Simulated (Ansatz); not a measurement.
Harmonic frequencies (cm⁻¹) at PBE0-D4/def2-TZVP from Ansatz: 118, 507, 606, 728, 1063, 1140, 1409, 3149, 3238.

Which molecule is it?
A. `BrC(I)I`
B. `ICI`
C. `CCl`
D. `FC(Cl)(Br)Br`

B.
